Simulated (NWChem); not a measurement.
Everything below was run with NWChem. System: trisilylamine (H9NSi3), charge 0, spin multiplicity 1, at a geometry optimised with B3LYP/def2-SVP. Level: CCSD(T)/STO-3G, 16 core orbitals frozen.

NWChem printed:

```
             Northwest Computational Chemistry Package (NWChem) 7.3.0
             --------------------------------------------------------

                                NWChem Input Module
                                -------------------

 Scaling coordinates for geometry "geometry" by  1.889725989
 (inverse scale =  0.529177249)

 Turning off AUTOSYM since
 SYMMETRY directive was detected!

                             Geometry "geometry" -> ""
                             -------------------------

 Output coordinates in angstroms (scale by  1.889725989 to convert to a.u.)

  No.       Tag          Charge          X              Y              Z
 ---- ---------------- ---------- -------------- -------------- --------------
    1 Si                  14.0000    -0.48827800    -1.69483200     0.00000000
    2 N                    7.0000     0.06667300    -0.01800700     0.00000000
    3 Si                  14.0000     0.23412000     0.85012000     1.52893400
    4 Si                  14.0000     0.23412000     0.85012000    -1.52893400
    5 H                    1.0000     0.02525800    -2.37696700     1.22176200
    6 H                    1.0000    -1.97946000    -1.80565900     0.00000000
    7 H                    1.0000     0.02525800    -2.37696700    -1.22176200
    8 H                    1.0000     0.68975800    -0.10142700     2.58193100
    9 H                    1.0000     1.23299900     1.94332100     1.36009400
   10 H                    1.0000    -1.05138200     1.46307300     1.98479300
   11 H                    1.0000    -1.05138200     1.46307300    -1.98479300
   12 H                    1.0000     1.23299900     1.94332100    -1.36009400
   13 H                    1.0000     0.68975800    -0.10142700    -2.58193100

 Effective nuclear repulsion energy (a.u.)     288.2996643361

            Nuclear Dipole moment (a.u.)
            ----------------------------
        X                 Y               Z
 ---------------- ---------------- ----------------
    -0.0000283459     0.0000075589     0.0000000000

      Symmetry information
      --------------------

 Group name             Cs
 Group number              2
 Group order               2
 No. of unique centers     8

      Symmetry unique atoms

     1    2    3    5    6    8    9   10


 Summary of "ao basis" -> "" (spherical)
 ------------------------------------------------------------------------------
       Tag                 Description            Shells   Functions and Types
 ---------------- ------------------------------  ------  ---------------------
 *                           sto-3g                   on all atoms

 Summary of "ao basis" -> "ao basis" (spherical)
 ------------------------------------------------------------------------------
       Tag                 Description            Shells   Functions and Types
 ---------------- ------------------------------  ------  ---------------------
 Si                          sto-3g                  5        9   3s2p
 N                           sto-3g                  3        5   2s1p
 H                           sto-3g                  1        1   1s

                                 NWChem SCF Module
                                 -----------------

  ao basis        = "ao basis"
  functions       =    41
  atoms           =    13
  closed shells   =    29
  open shells     =     0
  charge          =   0.00
  wavefunction    = RHF
  use symmetry    = T
  symmetry adapt  = T

 Summary of "ao basis" -> "ao basis" (spherical)
 ------------------------------------------------------------------------------
       Tag                 Description            Shells   Functions and Types
 ---------------- ------------------------------  ------  ---------------------
 Si                          sto-3g                  5        9   3s2p
 N                           sto-3g                  3        5   2s1p
 H                           sto-3g                  1        1   1s

      Symmetry analysis of basis
      --------------------------

        a'         25
        a"         16

 Forming initial guess at       0.0s

      Superposition of Atomic Density Guess
      -------------------------------------
[...]
          Subscript MO index range:       17 -   41
          MO coefficients read from:  ./mol.movecs
          Number of operator matrices in core:  182
          Half-transformed integrals produced

     Pass:    1     Index range:   17  -   29     Time:      1.23
 ------------------------------------------
 MP2 Energy (coupled cluster initial guess)
 ------------------------------------------
 Reference energy:           -915.831957536592881
 MP2 Corr. energy:             -0.176687002082381
 Total MP2 energy:           -916.008644538675298

 ****************************************************************************
              the segmented parallel ccsd program:    1 nodes
 ****************************************************************************

 level of theory    ccsd(t)
 number of core        16
 number of occupied    13
 number of virtual     12
 number of deleted      0
 total functions       41
 number of shells      27
 basis label          566

   ***** ccsd parameters *****
   iprt   =     0
   convi  =  0.100E-05
   maxit  =    60
   mxvec  =     5
 memory            104851556
  Using  1 OpenMP thread(s) in CCSD
  IO offset    20.000000000000000
  IO error message >End of File
  file_read_ga: failing reading from ./mol.t2
  Failed reading restart vector from ./mol.t2
  Using MP2 initial guess vector

-------------------------------------------------------------------------
 iter     correlation     delta       rms       T2     Non-T2      Main
             energy      energy      error      ampl     ampl      Block
                                                time     time      time
-------------------------------------------------------------------------
   1     -0.2144893813 -2.145D-01  1.451D-01     0.88     0.00     0.86
   2     -0.2290429902 -1.455D-02  7.378D-02     0.95     0.00     0.93
   3     -0.2350050098 -5.962D-03  4.644D-03     1.02     0.00     1.00
   4     -0.2364715358 -1.467D-03  4.915D-04     1.00     0.00     0.98
   5     -0.2365925554 -1.210D-04  1.473D-03     0.85     0.00     0.83
   6     -0.2365993958 -6.840D-06  9.221D-05     1.00     0.00     0.98
   7     -0.2366015462 -2.150D-06  1.041D-04     0.99     0.00     0.97
   8     -0.2365980562  3.490D-06  1.173D-05     1.00     0.00     0.98
   9     -0.2365986248 -5.686D-07  4.664D-06     0.99     0.00     0.96
  10     -0.2365991292 -5.044D-07  9.241D-07     1.02     0.00     1.00
                  *************converged*************
-------------------------------------------------------------------------

 -----------
 CCSD Energy
 -----------
 Reference energy:            -915.831957536592881
 CCSD corr. energy:             -0.236599129150967
 Total CCSD energy:           -916.068556665743813

 --------------------------------
 Spin Component Scaled (SCS) CCSD
 --------------------------------
 Same spin contribution:                 -0.016567315962823
 Same spin scaling factor:                1.130000000000000
 Opposite spin contribution:             -0.220031813188144
 Opposite spin scaling fact.:             1.270000000000000
 SCS-CCSD correlation energy:            -0.298161469786933
 Total SCS-CCSD energy:                -916.130119006379800
 memory            104851556

*********triples calculation*********

nkpass=    1; nvpass=    1; memdrv=          23748; memtrn=         226222; memavail=      104851388
 memory available/node                      104851388
 total number of virtual orbitals        12
 number of virtuals per integral pass    12
 number of integral evaluations           1
 number of occupied per triples pass     13
 number of triples passes                 1

 commencing integral evaluation        1 at          10.94
  symmetry use  T
task         2 out of       378 done   0%  at       0.0 secs
task        38 out of       378 done  10%  at       0.0 secs
task        57 out of       378 done  15%  at       0.1 secs
task        76 out of       378 done  20%  at       0.1 secs
task        97 out of       378 done  25%  at       0.2 secs
task       115 out of       378 done  30%  at       0.2 secs
task       133 out of       378 done  35%  at       0.2 secs
task       153 out of       378 done  40%  at       0.3 secs
task       171 out of       378 done  45%  at       0.3 secs
task       190 out of       378 done  50%  at       0.3 secs
task       208 out of       378 done  55%  at       0.3 secs
task       227 out of       378 done  60%  at       0.4 secs
task       256 out of       378 done  67%  at       0.4 secs
task       265 out of       378 done  70%  at       0.4 secs
task       286 out of       378 done  75%  at       0.4 secs
task       303 out of       378 done  80%  at       0.4 secs
task       322 out of       378 done  85%  at       0.5 secs
task       341 out of       378 done  90%  at       0.5 secs
task       361 out of       378 done  95%  at       0.5 secs
task       378 out of       378 done 100%  at       0.6 secs
 commencing triples evaluation - blocking       1
 ccsd(t): done        1 out of       12 progress:    8.3%
 ccsd(t): done        2 out of       12 progress:   16.7%
 ccsd(t): done        3 out of       12 progress:   25.0%
 ccsd(t): done        4 out of       12 progress:   33.3%
 ccsd(t): done        5 out of       12 progress:   41.7%
 ccsd(t): done        6 out of       12 progress:   50.0%
 ccsd(t): done        7 out of       12 progress:   58.3%
 ccsd(t): done        8 out of       12 progress:   66.7%
 ccsd(t): done        9 out of       12 progress:   75.0%
 ccsd(t): done       10 out of       12 progress:   83.3%
 ccsd(t): done       11 out of       12 progress:   91.7%
 ccsd(t): done       12 out of       12 progress:  100.0%
 Time for integral evaluation pass     1        0.59
 Time for triples evaluation pass      1        0.10

 pseudo-e(mp4)  -0.41456300268611E-02
 pseudo-e(mp5)   0.42952362004016E-03
        e(t)    -0.37161064068209E-02

 --------------
 CCSD(T) Energy
 --------------
 Reference energy:                    -915.831957536592881

 CCSD corr. energy:                     -0.236599129150967
 T(CCSD) corr. energy:                  -0.004145630026861
 Total CCSD+T(CCSD) energy:           -916.072702295770682

 CCSD corr. energy:                     -0.236599129150967
 (T) corr. energy:                      -0.003716106406821
 Total CCSD(T) energy:                -916.072272772150654

 routine      calls  cpu(0)   cpu-min  cpu-ave  cpu-max   i/o
 aoccsd          1     0.00     0.00     0.00     0.00    0.00
 iterdrv         1     0.00     0.00     0.00     0.00    0.00
 pampt          10     0.01     0.01     0.01     0.01    0.00
 t2pm           10     0.04     0.04     0.04     0.04    0.00
 sxy            10     0.16     0.16     0.16     0.16    0.00
 ints      1337040     7.94     7.94     7.94     7.94    0.00
 t2eri        3780     0.87     0.87     0.87     0.87    0.00
 idx2         3780     0.27     0.27     0.27     0.27    0.00
 idx34          10     0.03     0.03     0.03     0.03    0.00
 ht2pm          10     0.06     0.06     0.06     0.06    0.00
 itm            10     0.10     0.10     0.10     0.10    0.00
 pdiis          10     0.00     0.00     0.00     0.00    0.00
 triples         1     0.00     0.00     0.00     0.00    0.00
 rdtrpo          1     0.00     0.00     0.00     0.00    0.00
 trpmos          1     0.59     0.59     0.59     0.59    0.00
 trpdrv          1     0.02     0.02     0.02     0.02    0.00
 dovvv       28392     0.02     0.02     0.02     0.02    0.00
 doooo       28392     0.02     0.02     0.02     0.02    0.00
 tengy       26364     0.02     0.02     0.02     0.02    0.00
 Total                10.17    10.17    10.17    10.17    0.00

 Task  times  cpu:       12.1s     wall:       12.1s

 Total times  cpu:       12.1s     wall:       12.1s
```

Q: Write an NWChem input that would produce this output.

A: This is not unique; one that fits is 
```
start mol
memory heap 100 mb stack 700 mb global 1900 mb
geometry units angstroms nocenter noautoz
  Si    -0.488278    -1.694832     0.000000
  N      0.066673    -0.018007     0.000000
  Si     0.234120     0.850120     1.528934
  Si     0.234120     0.850120    -1.528934
  H      0.025258    -2.376967     1.221762
  H     -1.979460    -1.805659     0.000000
  H      0.025258    -2.376967    -1.221762
  H      0.689758    -0.101427     2.581931
  H      1.232999     1.943321     1.360094
  H     -1.051382     1.463073     1.984793
  H     -1.051382     1.463073    -1.984793
  H      1.232999     1.943321    -1.360094
  H      0.689758    -0.101427    -2.581931
  symmetry group Cs
end
basis spherical
  * library sto-3g
end
scf
  rhf
  nopen 0
  maxiter 100
  thresh 1e-7
  semidirect memsize 60000000 filesize 0
end
ccsd
  freeze core 16
  maxiter 60
end
task ccsd(t) energy
```
